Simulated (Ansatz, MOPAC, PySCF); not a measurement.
Stepwise substitution at one centre (In OH-SH). Isolated molecules, 0 K electronic values unless said otherwise. One relaxed conformer stands for each flexible species; it need not be the lowest. Strings in code marks are SMILES.

Quantity: vertical ionisation energy (energy after one electron is removed minus that of the parent at the parent's geometry), in eV.

Level 1: TPSSh-D3(BJ)/def2-TZVP // CAM-B3LYP-D3(BJ)/def2-TZVP (PySCF)
Level 2: minus the HOMO energy of AM1 // CAM-B3LYP-D3(BJ)/def2-TZVP (MOPAC)
Level 3: HF/6-31G* (LANL2DZ on In) // CAM-B3LYP-D3(BJ)/def2-TZVP (PySCF)
Level 4: HF/def2-TZVPP // CAM-B3LYP-D3(BJ)/def2-TZVP (Ansatz, an electronic-structure program)

```
species               level 1  level 2  level 3  level 4
--------------------  -------  -------  -------  -------
`[OH][In]([OH])[SH]`     9.78    10.20     9.39     9.15
```
